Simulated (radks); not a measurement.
Task: These are the eigenvalues of the occupied orbitals of an atom or ion with whole-number occupations (hartree). All-electron calculation, Dirac Kohn-Sham, PBE, spin-unpolarised, spherical densities, finite nucleus; Fermi nuclear charge, rms radius of each element as measured or else 0.836 A^(1/3) + 0.57 fm. Program: a radial shooting solver on a logarithmic mesh with Libxc functionals.

1s1/2: -1262.865
2s1/2: -197.1192
2p1/2: -185.2438
2p3/2: -173.3146
3s1/2: -40.90198
3p1/2: -35.96678
3p3/2: -33.69959
3d3/2: -25.01873
3d5/2: -24.53940
4s1/2: -7.91548
4p1/2: -6.15963
4p3/2: -5.70023
4d3/2: -2.84894
4d5/2: -2.77314
5s1/2: -1.14584
5p1/2: -0.71608
5p3/2: -0.65945

Which element is it, and in what charge state? The configuration may be excited. Open shells, if any, fill j = l - 1/2 first.

Result: Z = 54, xenon, charge +1: Xe+ in [Kr] 4d9 5s2 5p6. The list shows which subshells hold electrons but not how many an open one holds; the 1s level, -1262.9 hartree, gives Z - s = 50.3 by -(Z - s)^2/2, which with screening and relativity narrows Z to a few neighbours, and the depths of the outer levels then fix element, charge and occupations together.
